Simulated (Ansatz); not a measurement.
Ansatz (a quantum-chemistry and plane-wave program) input (CCSD(T)/def2-SVPD):

Ansatz 0.2 input:
```yaml
crystal:
  periodic: [false, false, false]
  atoms:
    - {symbol: B, position_ang: [-0.90205527, -0.31568972, 0.00640587]}
    - {symbol: Cl, position_ang: [-1.75322113, 1.18162649, -0.00785653]}
    - {symbol: Br, position_ang: [0.98042958, -0.52883434, 0.00290091]}
basis:
  gaussian:
    orbitals: def2-SVPD
magnetization: {spin_polarized: true, initial_magnetization: 1}
correlation: {method: ccsd_t, electrons: outside_noble_gas}
output: {forces: true}
```

Output:

```
Functional definition: HF
integrals: 0.14 GiB planned
837 factors; integrals over basis functions are off by at most 9.3e-4 eV
mean field: 0.46 GiB planned
mean field evaluation 1: about -83160.3590 eV, gradient 1.1e1 eV
mean field evaluation 2: about -83160.3906 eV, gradient 1.1e1 eV
mean field evaluation 4: about -83161.7668 eV, gradient 2.4e0 eV
mean field evaluation 8: about -83161.8966 eV, gradient 4.2e-1 eV
mean field evaluation 16: about -83161.9011 eV, gradient 2.0e-6 eV
mean field evaluation 32: about -83159.5820 eV, gradient 1.8e-1 eV
mean field -83161.90111355 eV, -3056.1434967618 hartree, gradient 2.0e-6 eV, S^2 0.755950; 1 other end points of the search recorded, 0 dependent functions left out
determinant -83161.90111355 eV, -3056.1434967618 hartree, with singles and doubles -83171.59895267 eV, -3056.4998857759 hartree
determinant -83159.58359399 eV, -3056.0583294889 hartree, with singles and doubles -83169.44404008 eV, -3056.4206941991 hartree
20 core orbitals not correlated
reference -83161.90111355 eV, -3056.1434967618 hartree; 9, 8 occupied and 59, 60 virtual orbitals, 837 factors
densities: 0.58 GiB planned
second order -8.97574906 eV of doubles, -0.00000000 eV of singles
coupled cluster: 0.41 GiB planned
cycle   1  -9.69479937 eV  change   -2.5e-1 eV  update   2.2e-2
cycle   2  -9.71271560 eV  change   -1.8e-2 eV  update   6.4e-3
cycle   3  -9.71543942 eV  change   -2.7e-3 eV  update   3.1e-3
cycle   4  -9.71655460 eV  change   -1.1e-3 eV  update   1.1e-3
cycle   5  -9.71669457 eV  change   -1.4e-4 eV  update   4.7e-4
cycle   6  -9.71694369 eV  change   -2.5e-4 eV  update   1.6e-4
cycle   7  -9.71695219 eV  change   -8.5e-6 eV  update   5.9e-5
cycle   8  -9.71695967 eV  change   -7.5e-6 eV  update   2.4e-5
cycle   9  -9.71696006 eV  change   -3.9e-7 eV  update   1.0e-5
cycle  10  -9.71695965 eV  change    4.1e-7 eV  update   3.9e-6
cycle  11  -9.71696066 eV  change   -1.0e-6 eV  update   1.5e-6
cycle  12  -9.71696034 eV  change    3.1e-7 eV  update   6.1e-7
perturbative correction -0.33787319 eV, -0.0124166108 hartree
the calculation of the forces begins
mean field evaluation 64: about -83161.8433 eV, gradient 3.0e-1 eV
Total energy: -83171.95594708 eV, -3056.5130050788 hartree
Atom 0 at    -0.902055    -0.315690     0.006406 Å, force     0.060106    -0.355825     0.003836 eV/Å
Atom 1 at    -1.753221     1.181626    -0.007857 Å, force    -0.200440     0.365760    -0.003507 eV/Å
Atom 2 at     0.980430    -0.528834     0.002901 Å, force     0.140334    -0.009934    -0.000329 eV/Å
Dipole moment:     0.031744     0.057496    -0.000750 e Å
```

It need not be the lowest isomer of its formula.
